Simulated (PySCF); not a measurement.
# What a mistake does to a calculation on B2FH2O

Calculated results; nothing here was measured. The program is PySCF 2.14.0, an open-source quantum chemistry code, run on an isolated molecule that a program drew, which may never have been made. The molecule is B2FH2O (charge 0, doublet), drawn as the SMILES string `[BH]OBF`.

Each row is a Hartree-Fock (HF) and frozen-core CCSD(T) single point in the cc-pVDZ basis, meant for a local HF minimum. Run 1 is clean. Each other run has one planted mistake out of seven kinds, and not every kind appears here: one electron removed, one electron added, multiplicity raised by two, geometry at a saddle point, minimal basis STO-3G, one bond length entered in bohr, all coordinates scaled. The reference is restricted for singlets and unrestricted otherwise, and also for a bond in bohr. Adding or removing an electron swaps singlet and doublet. Electrons count all cores. HOMO and LUMO are orbital energies over both spins, the gradient is its largest component, and the lowest frequency (negative if imaginary) is given only where the gradient is small. Bond lengths are over the 5 bonds as drawn. T1 is the CCSD diagnostic: over 0.02 (restricted) or 0.045 (unrestricted) a single reference is doubtful.

Geometry of the clean run:
```xyz
6
B2FH2O, angstrom
B    -2.6399   -1.8291    0.9750
O    -2.1800   -0.8956    0.1096
B    -1.8679   -0.9922   -1.2080
F    -2.0875   -2.1189   -1.8688
H    -2.9083   -1.5319    2.1071
H    -1.3992   -0.0600   -1.7800
```

```
run,electrons,basis functions,<S^2>,HOMO (eV),LUMO (eV),gradient (hartree/bohr),lowest frequency (cm^-1),mean bond (Å),longest bond (Å),T1,HF (hartree),CCSD(T) (hartree),mistake
1,29,66,0.753,-9.36,2.25,3.0e-06,27,1.2853,1.357,0.0160,-224.92527,-225.46715,no fault
2,29,22,0.752,-7.12,6.52,2.0e-02,-,1.2853,1.357,0.0203,-221.86346,-222.02594,minimal basis STO-3G
3,28,66,0.000,-20.07,-7.27,1.3e-01,-,1.2853,1.357,0.0222,-224.61882,-225.16538,one electron removed
4,30,66,0.000,1.00,8.43,1.0e-01,-,1.2853,1.357,0.0163,-224.84617,-225.42419,?
```

**Which mistake was planted in run 4, and what did it cost?**

It counts 30 electrons, one more than the clean run, at the same geometry and basis. So the mistake is: one electron added. Subtracting run 1 and multiplying by 627.51 kcal/mol a hartree, the energy moved by 49.6 kcal/mol in HF and 27.0 kcal/mol in CCSD(T).

Cautions from the logs. Run 3: T1 is over the limit, so its CCSD(T) energy is less reliable; run 4: the HOMO is above zero, so the electron isn't bound and the energy depends on the basis.
